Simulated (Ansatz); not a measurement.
# Molecular dynamics of C$_{2}$H$_{11}$NOSi$_{2}$

input.yaml

```yaml
crystal:
  periodic: [false, false, false]
  atoms:
    - { symbol: Si, position_ang: [-0.120425, -0.091226, -0.245377] }
    - { symbol: H, position_ang: [-0.174709, 0.205997, 1.182532] }
    - { symbol: H, position_ang: [1.289685, -0.011333, -0.702182] }
    - { symbol: O, position_ang: [-0.952754, 1.238844, -1.073596] }
    - { symbol: Si, position_ang: [-2.455218, 1.74212, -0.390748] }
    - { symbol: H, position_ang: [-2.252844, 2.387165, 0.886905] }
    - { symbol: H, position_ang: [-3.172936, 2.663464, -1.250933] }
    - { symbol: H, position_ang: [-3.29019, 0.588669, -0.052974] }
    - { symbol: "N", position_ang: [-0.663579, -1.666767, -0.701235] }
    - { symbol: C, position_ang: [-1.839171, -2.381047, -0.205764] }
    - { symbol: H, position_ang: [-2.596385, -1.705286, 0.16519] }
    - { symbol: H, position_ang: [-2.369681, -3.034291, -0.897574] }
    - { symbol: H, position_ang: [-1.509388, -3.112557, 0.653278] }
    - { symbol: C, position_ang: [-0.050056, -2.164721, -1.891259] }
    - { symbol: H, position_ang: [-0.646068, -1.811517, -2.793643] }
    - { symbol: H, position_ang: [1.02845, -1.680957, -2.051598] }
    - { symbol: H, position_ang: [0.122142, -3.276353, -2.016969] }
basis:
  gaussian: { orbitals: STO-3G }
hamiltonian:
  xc: lda
md:
  timestep: 0.5
  n_steps: 250
  ensemble: nvt_nose_hoover
  temperature: 1000.0
  initial_velocities: maxwell_boltzmann
  seed: 217351
```

Run as:

```bash
$ ansatz run input.yaml --threads 1 --pin off --max-ram 2048MiB --backend cpu --events-out ev --progress --plain --runs-dir out
```

It goes on from the last frame of an earlier run, with new velocities.

Output, in part (one step line in 9, the closing report, with atoms numbered from 0):

```
md step     0: t =     0.00 fs  T =  1000.0 K  F+E_penalty+E_count = -21175.32523674 eV  E_kin = 1.938900 eV  conserved = -21173.38633676 eV  (23 SCF iters)
md step     9: t =     4.50 fs  T =   751.2 K  F+E_penalty+E_count = -21174.83961735 eV  E_kin = 1.456472 eV  conserved = -21173.38331295 eV  (27 SCF iters)
md step    18: t =     9.00 fs  T =   628.3 K  F+E_penalty+E_count = -21174.60028329 eV  E_kin = 1.218217 eV  conserved = -21173.38356321 eV  (27 SCF iters)
md step    27: t =    13.50 fs  T =   639.1 K  F+E_penalty+E_count = -21174.61750417 eV  E_kin = 1.239060 eV  conserved = -21173.38297812 eV  (28 SCF iters)
md step    36: t =    18.00 fs  T =   761.7 K  F+E_penalty+E_count = -21174.85241873 eV  E_kin = 1.476911 eV  conserved = -21173.38513266 eV  (24 SCF iters)
md step    45: t =    22.50 fs  T =   582.3 K  F+E_penalty+E_count = -21174.49684888 eV  E_kin = 1.129113 eV  conserved = -21173.38407308 eV  (26 SCF iters)
md step    54: t =    27.00 fs  T =   773.6 K  F+E_penalty+E_count = -21174.85979056 eV  E_kin = 1.499897 eV  conserved = -21173.38438920 eV  (26 SCF iters)
md step    63: t =    31.50 fs  T =   877.7 K  F+E_penalty+E_count = -21175.05039422 eV  E_kin = 1.701713 eV  conserved = -21173.38602925 eV  (27 SCF iters)
md step    72: t =    36.00 fs  T =   591.6 K  F+E_penalty+E_count = -21174.48142926 eV  E_kin = 1.147074 eV  conserved = -21173.38315599 eV  (26 SCF iters)
md step    81: t =    40.50 fs  T =   680.7 K  F+E_penalty+E_count = -21174.64143132 eV  E_kin = 1.319856 eV  conserved = -21173.38304761 eV  (27 SCF iters)
md step    90: t =    45.00 fs  T =   776.5 K  F+E_penalty+E_count = -21174.81251487 eV  E_kin = 1.505617 eV  conserved = -21173.38471945 eV  (27 SCF iters)
md step    99: t =    49.50 fs  T =   900.3 K  F+E_penalty+E_count = -21175.03224199 eV  E_kin = 1.745576 eV  conserved = -21173.38492283 eV  (27 SCF iters)
md step   108: t =    54.00 fs  T =   697.2 K  F+E_penalty+E_count = -21174.61416574 eV  E_kin = 1.351718 eV  conserved = -21173.38185209 eV  (26 SCF iters)
md step   117: t =    58.50 fs  T =   934.1 K  F+E_penalty+E_count = -21175.05881211 eV  E_kin = 1.811176 eV  conserved = -21173.38853664 eV  (27 SCF iters)
md step   126: t =    63.00 fs  T =   781.5 K  F+E_penalty+E_count = -21174.73484830 eV  E_kin = 1.515297 eV  conserved = -21173.38560002 eV  (27 SCF iters)
md step   135: t =    67.50 fs  T =   576.3 K  F+E_penalty+E_count = -21174.31145684 eV  E_kin = 1.117403 eV  conserved = -21173.38007468 eV  (25 SCF iters)
md step   144: t =    72.00 fs  T =   833.2 K  F+E_penalty+E_count = -21174.78553069 eV  E_kin = 1.615441 eV  conserved = -21173.38400791 eV  (27 SCF iters)
md step   153: t =    76.50 fs  T =   739.2 K  F+E_penalty+E_count = -21174.56922836 eV  E_kin = 1.433220 eV  conserved = -21173.38091218 eV  (26 SCF iters)
md step   162: t =    81.00 fs  T =   686.2 K  F+E_penalty+E_count = -21174.43098889 eV  E_kin = 1.330377 eV  conserved = -21173.37884048 eV  (27 SCF iters)
md step   171: t =    85.50 fs  T =   607.8 K  F+E_penalty+E_count = -21174.25358156 eV  E_kin = 1.178513 eV  conserved = -21173.38121779 eV  (26 SCF iters)
md step   180: t =    90.00 fs  T =  1038.9 K  F+E_penalty+E_count = -21175.06269184 eV  E_kin = 2.014353 eV  conserved = -21173.38888390 eV  (26 SCF iters)
md step   189: t =    94.50 fs  T =   776.3 K  F+E_penalty+E_count = -21174.50589827 eV  E_kin = 1.505233 eV  conserved = -21173.38337928 eV  (27 SCF iters)
md step   198: t =    99.00 fs  T =   713.7 K  F+E_penalty+E_count = -21174.35316783 eV  E_kin = 1.383754 eV  conserved = -21173.38248887 eV  (26 SCF iters)
md step   207: t =   103.50 fs  T =   894.3 K  F+E_penalty+E_count = -21174.66482017 eV  E_kin = 1.733924 eV  conserved = -21173.38515585 eV  (26 SCF iters)
md step   216: t =   108.00 fs  T =   743.2 K  F+E_penalty+E_count = -21174.32583920 eV  E_kin = 1.441006 eV  conserved = -21173.38123980 eV  (28 SCF iters)
md step   225: t =   112.50 fs  T =   763.8 K  F+E_penalty+E_count = -21174.32633642 eV  E_kin = 1.480865 eV  conserved = -21173.38242364 eV  (25 SCF iters)
md step   234: t =   117.00 fs  T =   740.5 K  F+E_penalty+E_count = -21174.24346561 eV  E_kin = 1.435734 eV  conserved = -21173.38075911 eV  (26 SCF iters)
md step   243: t =   121.50 fs  T =  1154.3 K  F+E_penalty+E_count = -21174.99855798 eV  E_kin = 2.238134 eV  conserved = -21173.38378982 eV  (27 SCF iters)
md step   250: t =   125.00 fs  T =   898.1 K  F+E_penalty+E_count = -21174.45584316 eV  E_kin = 1.741260 eV  conserved = -21173.38069800 eV  (24 SCF iters)
Total energy: -21174.45587035 eV, -778.1469006736 hartree
Atom 0 at    -0.243768    -0.067329    -0.138031 Å, force     1.044886    -0.862274     2.320205 eV/Å
Atom 1 at    -0.348131    -0.061279     1.357531 Å, force    -0.449959     0.134104    -0.903661 eV/Å
Atom 2 at     1.125067     0.284715    -0.420493 Å, force     0.396276    -0.356730    -0.322142 eV/Å
Atom 3 at    -1.039902     1.066953    -0.988023 Å, force    -0.018208     0.054261    -1.248513 eV/Å
Atom 4 at    -2.389246     1.865465    -0.527501 Å, force    -2.298011     1.741753     1.000698 eV/Å
Atom 5 at    -1.949720     3.227733    -0.173736 Å, force    -0.205837    -0.179653    -0.513881 eV/Å
Atom 6 at    -3.470498     1.935204    -1.605868 Å, force     1.191099    -0.230779     1.026377 eV/Å
Atom 7 at    -2.970374     1.464824     0.791458 Å, force     0.158594    -0.314720    -0.901341 eV/Å
Atom 8 at    -0.533503    -1.711132    -0.593449 Å, force     1.910867     0.054378    -0.933434 eV/Å
Atom 9 at    -1.603199    -2.565550    -0.269496 Å, force    -2.496508     0.444029     4.410326 eV/Å
Atom 10 at    -1.458108    -3.632934    -0.089992 Å, force     0.995392    -0.809842    -1.025842 eV/Å
Atom 11 at    -2.063030    -2.321697     0.729741 Å, force     0.029777     0.578813    -0.721140 eV/Å
Atom 12 at    -2.282158    -2.336236    -1.043188 Å, force    -2.697954    -0.883535    -1.304125 eV/Å
Atom 13 at    -0.198784    -2.100201    -1.951719 Å, force     3.488511     1.393627    -2.594340 eV/Å
Atom 14 at    -0.922988    -1.917250    -2.904879 Å, force     1.318147     0.243034     2.529240 eV/Å
Atom 15 at     0.853372    -1.579962    -2.054702 Å, force    -2.109504    -0.813603    -1.093819 eV/Å
Atom 16 at     0.049259    -3.178178    -2.020663 Å, force    -0.257569    -0.192865     0.275392 eV/Å
Dipole moment:    -0.187462    -0.063286     0.023226 e Å
```

All steps were run. The conserved energy stayed within 0.54 meV per atom of its start (net change 0.33 meV per atom), so the integration is sound. The mean temperature of the second half is 20 % below the set value. A run of 0.12 ps of so small a system gives no equilibrium averages. Limits of this set-up: minimal basis.

The same pairs are bonded in the first frame and the last. Pairs count as bonded within 1.25 times the sum of covalent radii (0.12 Å more for H–H).

Last frame:

```xyz
17
Properties=species:S:1:pos:R:3
Si -0.244 -0.067 -0.138
H -0.348 -0.061 1.357
H 1.125 0.285 -0.420
O -1.040 1.067 -0.988
Si -2.389 1.865 -0.527
H -1.950 3.228 -0.174
H -3.470 1.935 -1.606
H -2.970 1.465 0.791
N -0.533 -1.711 -0.593
C -1.603 -2.566 -0.270
H -1.458 -3.633 -0.090
H -2.063 -2.322 0.730
H -2.282 -2.336 -1.043
C -0.199 -2.100 -1.952
H -0.923 -1.917 -2.905
H 0.853 -1.580 -2.055
H 0.049 -3.178 -2.021
```

Time of the run: 13 min on 1 thread of Arm Neoverse V1, with other jobs on the host, peak memory 0.1 GiB.
